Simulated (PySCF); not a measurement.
**Polarisability and C₆ of Ti²⁺ (titanium, charge +2)**

[Ar] 3d1 4s1, high-spin 3D determinant (an excited configuration). All numbers are calculated (PySCF 2.14, the non-relativistic Hamiltonian (point nucleus), in aug-cc-pVTZ). Coupled (time-dependent) response in atomic units; α is the mean over directions.

```json
{"method": "UHF", "mean α (bohr³)": "36.14", "α xx, yy, zz": "35.56, 35.56, 37.32", "C₆ (like pair)": "181.2", "S(−4)": "1275"}
{"method": "PBE", "mean α (bohr³)": "29.11", "α xx, yy, zz": "28.42, 28.42, 30.48", "C₆ (like pair)": "135.7", "S(−4)": "805.8"}
{"method": "PBE0", "mean α (bohr³)": "30.95", "α xx, yy, zz": "30.18, 30.18, 32.50", "C₆ (like pair)": "147.0", "S(−4)": "921.2"}
```

S(−4) is the Cauchy moment in α(ω) = α(0) + S(−4) ω² + …

α(iu) at PBE:

```json
{"u (hartree)": "0", "α(iu) (bohr³)": "29.11"}
{"u (hartree)": "0.0500", "α(iu) (bohr³)": "27.23"}
{"u (hartree)": "0.100", "α(iu) (bohr³)": "22.93"}
{"u (hartree)": "0.200", "α(iu) (bohr³)": "14.53"}
{"u (hartree)": "0.300", "α(iu) (bohr³)": "9.570"}
{"u (hartree)": "0.500", "α(iu) (bohr³)": "5.303"}
{"u (hartree)": "0.750", "α(iu) (bohr³)": "3.375"}
{"u (hartree)": "1.00", "α(iu) (bohr³)": "2.484"}
{"u (hartree)": "1.50", "α(iu) (bohr³)": "1.590"}
{"u (hartree)": "2.00", "α(iu) (bohr³)": "1.118"}
{"u (hartree)": "3.00", "α(iu) (bohr³)": "0.6356"}
{"u (hartree)": "5.00", "α(iu) (bohr³)": "0.2811"}
```

A single London oscillator, α(iu) = α/(1 + u²/ω²), gives C₆ = (3/4) ω α². Matching the computed C₆ needs ω = 4 × 135.7 / (3 × 29.11²) = 0.214 hartree.

For an ion, C₆ is the dispersion term alone; charge-induced terms of lower order in 1/R come first.

The components differ because the open shell of this determinant is not spherical; for a pure term their mean is the scalar polarisability.
